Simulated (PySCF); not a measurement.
**How methods differ on the ionisation energy of Br²⁺**

Br²⁺ [Ar] 3d10 4s2 4p3 (4S) → Br³⁺ [Ar] 3d10 4s2 4p2 (3P), as a difference of total energies. Computed with PySCF 2.14 in aug-cc-pVTZ-PP with ECP10MDF (6s5p4d2f, 55 functions), with scalar relativity through the core potential. Correlated levels: valence: 3s2 3p6 3d10 frozen. The calculations carry no spin-orbit coupling.

```csv
method,ionisation energy (eV),difference from reference (eV)
UHF,34.637,-0.234
LDA,35.186,+0.315
PBE,35.017,+0.146
PBE0,35.152,+0.281
r2SCAN,35.395,+0.524
M06-L,34.913,+0.042
M06-2X,34.941,+0.070
PW91,35.097,+0.226
MN15,34.863,-0.008
MP2 (valence),35.167,+0.296
SCS-MP2 (valence),35.011,+0.140
```

Reference: 34.871 ± 0.019 eV (measured; NIST Atomic Spectra Database, ionization energies).

The reference lies between the lowest fine-structure levels, while these numbers refer to the centres of the terms.

Errors of the correlated levels include the incompleteness of this basis and the frozen core.
